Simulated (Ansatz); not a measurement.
`C[SiH2][Si](F)(F)F` + H₂Se → `F[Si](F)(F)[SeH]` + `C[SiH3]` at 700 K and 1 bar (cleavage of the Si–Si bond).

Isolated molecules relaxed with PBE0-D4/def2-TZVP in Ansatz; ΔE leaves out vibrations. CBS: MP2 limit from def2 TZ/QZ plus the TZ coupled-cluster correction, frozen cores. This one scheme is used for every species. For Se outer-core shells are correlated without core-valence functions, which leaves a few kJ/mol of doubt a bond. Scalar relativity is left out up to krypton. Each species was taken in one conformer, which may not be the lowest.

| species | CCSD(T)/CBS energy (Eh) | H − E (kJ/mol) | S (J/(mol·K)) |
| --- | --- | --- | --- |
| `C[SiH2][Si](F)(F)F` | -918.81998 | 259.3 | 527.2 |
| H₂Se | -2401.89790 | 61.1 | 251.1 |
| `F[Si](F)(F)[SeH]` | -2990.00244 | 109.4 | 435.9 |
| `C[SiH3]` | -330.73916 | 210.8 | 332.0 |

H − E and S are ideal-gas, rigid-rotor, harmonic terms from PBE0-D4/def2-TZVP, for one conformer and one mirror image of each species. 1 Eh = 2625.50 kJ/mol, R = 8.31446 J/(mol·K).

**Question.** By hand: ΔE, ΔH, ΔS and ΔG.

**Answer.** ΔE = (-2990.00244) + (-330.73916) − (-918.81998) − (-2401.89790) = -0.02372 Eh = -62.3 kJ/mol. Δ(H − E) = 109.4 + 210.8 − 259.3 − 61.1 = -0.2, so ΔH = -62.5 kJ/mol. ΔS = 435.9 + 332.0 − 527.2 − 251.1 = -10.4 J/(mol·K). ΔG = -62.5 − 700 × (-10.4)/1000 = -55.2 kJ/mol.

**Question.** By hand: the equilibrium constant, and the temperature at which ΔG would vanish if ΔH and ΔS stayed fixed.

**Answer.** log₁₀ K = −ΔG/(RT ln 10) = 4.1. ΔG = 0 at ΔH/ΔS = 6010 K, far beyond where these terms or the molecules hold.

The number of gas molecules stays the same, so ΔS is small and ΔH decides. A doubt of 5 kJ/mol in ΔE shifts log₁₀ K by 0.4 here. Other conformers and mirror images would add mixing entropy, several J/(mol·K) or more a flexible species. Modes under 60 cm⁻¹, often nearly free rotors, make the harmonic entropy too high. These are equilibria of isolated gas molecules and say nothing of rates. Largest T1 diagnostic: 0.012 (customary marks: 0.02 for closed shells, 0.045 for open ones).
